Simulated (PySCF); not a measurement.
C$_{4}$H$_{5}$, doublet (typed; the unrestricted solution is spin-contaminated), at a GFN2-xTB geometry; PySCF with CCSD(T)/3-21G.

The PySCF input:
```python
from pyscf import gto, scf, cc

mol = gto.Mole()
mol.atom = '''
    C    -0.00416143    0.00641022    0.41862519
    C    -0.00209261   -0.80382943   -0.82333579
    C     0.01842575    0.69136568   -0.93155815
    C    -0.01651474    0.03981632    1.67974132
    H    -0.91334012   -1.32667342   -1.07822748
    H     0.90024908   -1.35023006   -1.05983839
    H     0.93730161    1.18394500   -1.21299360
    H    -0.88145279    1.20756873   -1.23143505
    H    -0.01669960    0.68281303    2.52165902
'''
mol.basis = '3-21g'
mol.spin = 1
mol.verbose = 4
mol.build()

mf = scf.UHF(mol)
mf.kernel()

mycc = cc.CCSD(mf)
mycc.diis_space = 3
mycc.kernel()
et = mycc.ccsd_t()
print('E(CCSD(T)) = %.10f' % (mycc.e_tot + et))
```

The log (banner, timings and long lists left out):

```
PySCF version 2.14.0

[INPUT] verbose = 4
[INPUT] num. atoms = 9
[INPUT] num. electrons = 29
[INPUT] charge = 0
[INPUT] spin (= nelec alpha-beta = 2S) = 1
[INPUT] symmetry False subgroup None
[INPUT] Mole.unit = angstrom
[INPUT] Symbol           X                Y                Z      unit          X                Y                Z       unit  Magmom
[...]
nuclear repulsion = 102.732354564626
number of shells = 30
number of NR pGTOs = 75
number of NR cGTOs = 46
basis = 3-21g
ecp = {}

******** <class 'pyscf.scf.uhf.UHF'> ********
method = UHF
initial guess = minao
damping factor = 0
level_shift factor = 0
DIIS = <class 'pyscf.scf.diis.CDIIS'>
diis_start_cycle = 1
diis_space = 8
diis_damp = 0
SCF conv_tol = 1e-09
SCF conv_tol_grad = None
SCF max_cycles = 50
direct_scf = True
direct_scf_tol = 1e-13
number electrons alpha = 15  beta = 14
Set gradient conv threshold to 3.16228e-05
init E= -154.331856766188

cycle= 1 E= -153.306004524886  delta_E= 1.03  |g|= 0.251  |ddm|= 2.19
cycle= 2 E= -153.358456801309  delta_E= -0.0525  |g|= 0.128  |ddm|= 0.545
cycle= 3 E= -153.369322834149  delta_E= -0.0109  |g|= 0.0527  |ddm|= 0.23
cycle= 4 E= -153.373529380547  delta_E= -0.00421  |g|= 0.0231  |ddm|= 0.118
cycle= 5 E= -153.374988576851  delta_E= -0.00146  |g|= 0.0162  |ddm|= 0.0672
cycle= 6 E= -153.375925748661  delta_E= -0.000937  |g|= 0.013  |ddm|= 0.0498
cycle= 7 E= -153.37700277269  delta_E= -0.00108  |g|= 0.0104  |ddm|= 0.0625
cycle= 8 E= -153.378251362138  delta_E= -0.00125  |g|= 0.00551  |ddm|= 0.111
cycle= 9 E= -153.378473154991  delta_E= -0.000222  |g|= 0.00234  |ddm|= 0.0522
cycle= 10 E= -153.378486972787  delta_E= -1.38e-05  |g|= 0.00128  |ddm|= 0.00979
cycle= 11 E= -153.378493115856  delta_E= -6.14e-06  |g|= 0.000623  |ddm|= 0.0184
cycle= 12 E= -153.378495172256  delta_E= -2.06e-06  |g|= 0.000279  |ddm|= 0.00882
cycle= 13 E= -153.378495694079  delta_E= -5.22e-07  |g|= 7.32e-05  |ddm|= 0.00324
cycle= 14 E= -153.378495699333  delta_E= -5.25e-09  |g|= 3.74e-05  |ddm|= 0.000379
cycle= 15 E= -153.378495701792  delta_E= -2.46e-09  |g|= 2.3e-05  |ddm|= 0.000513
cycle= 16 E= -153.378495705204  delta_E= -3.41e-09  |g|= 5.72e-06  |ddm|= 0.000229
cycle= 17 E= -153.378495705268  delta_E= -6.37e-11  |g|= 3e-06  |ddm|= 2e-05
Extra cycle  E= -153.37849570528  delta_E= -1.22e-11  |g|= 1.98e-06  |ddm|= 6.24e-06
converged SCF energy = -153.37849570528  <S^2> = 0.93602974  2S+1 = 2.1780999

******** <class 'pyscf.cc.uccsd.UCCSD'> ********
CC2 = 0
CCSD nocc = (np.int64(15), np.int64(14)), nmo = (46, 46)
max_cycle = 50
direct = 0
conv_tol = 1e-07
conv_tol_normt = 1e-06
diis_space = 3
diis_start_cycle = 0
diis_start_energy_diff = 1e+09
Init t2, MP2 energy = -0.328844822680841
Init E_corr(UCCSD) = -0.328844822684627
cycle = 1  E_corr(UCCSD) = -0.351848711592864  dE = -0.0230038889  norm(t1,t2) = 0.0905442
cycle = 2  E_corr(UCCSD) = -0.3640933956395  dE = -0.012244684  norm(t1,t2) = 0.0452974
cycle = 3  E_corr(UCCSD) = -0.374035548932865  dE = -0.00994215329  norm(t1,t2) = 0.0316491
cycle = 4  E_corr(UCCSD) = -0.376208206282511  dE = -0.00217265735  norm(t1,t2) = 0.0138532
cycle = 5  E_corr(UCCSD) = -0.376253157787183  dE = -4.49515047e-05  norm(t1,t2) = 0.00685042
cycle = 6  E_corr(UCCSD) = -0.376309695147082  dE = -5.65373599e-05  norm(t1,t2) = 0.00278647
cycle = 7  E_corr(UCCSD) = -0.376181275398248  dE = 0.000128419749  norm(t1,t2) = 0.00148652
cycle = 8  E_corr(UCCSD) = -0.376128657039947  dE = 5.26183583e-05  norm(t1,t2) = 0.000897945
cycle = 9  E_corr(UCCSD) = -0.376086359389519  dE = 4.22976504e-05  norm(t1,t2) = 0.000521862
cycle = 10  E_corr(UCCSD) = -0.376072474776973  dE = 1.38846125e-05  norm(t1,t2) = 0.000306626
cycle = 11  E_corr(UCCSD) = -0.376063188573357  dE = 9.28620362e-06  norm(t1,t2) = 0.000155932
cycle = 12  E_corr(UCCSD) = -0.376060387357737  dE = 2.80121562e-06  norm(t1,t2) = 9.60181e-05
cycle = 13  E_corr(UCCSD) = -0.376057505354681  dE = 2.88200306e-06  norm(t1,t2) = 5.98606e-05
cycle = 14  E_corr(UCCSD) = -0.37605590579888  dE = 1.5995558e-06  norm(t1,t2) = 3.90898e-05
cycle = 15  E_corr(UCCSD) = -0.376054421924397  dE = 1.48387448e-06  norm(t1,t2) = 2.32445e-05
cycle = 16  E_corr(UCCSD) = -0.376053801986825  dE = 6.19937572e-07  norm(t1,t2) = 1.3697e-05
cycle = 17  E_corr(UCCSD) = -0.376053467500317  dE = 3.34486508e-07  norm(t1,t2) = 7.84555e-06
cycle = 18  E_corr(UCCSD) = -0.376053523232014  dE = -5.5731697e-08  norm(t1,t2) = 4.59703e-06
cycle = 19  E_corr(UCCSD) = -0.376053607790269  dE = -8.45582555e-08  norm(t1,t2) = 2.88618e-06
cycle = 20  E_corr(UCCSD) = -0.376053722160529  dE = -1.1437026e-07  norm(t1,t2) = 1.72149e-06
cycle = 21  E_corr(UCCSD) = -0.376053818562155  dE = -9.6401626e-08  norm(t1,t2) = 1.21165e-06
cycle = 22  E_corr(UCCSD) = -0.376053902963952  dE = -8.4401797e-08  norm(t1,t2) = 8.11017e-07
UCCSD converged
E(UCCSD) = -153.7545496082437  E_corr = -0.3760539029639519
UCCSD(T) correction = -0.0116270623996954
E(CCSD(T)) = -153.7661766706
```
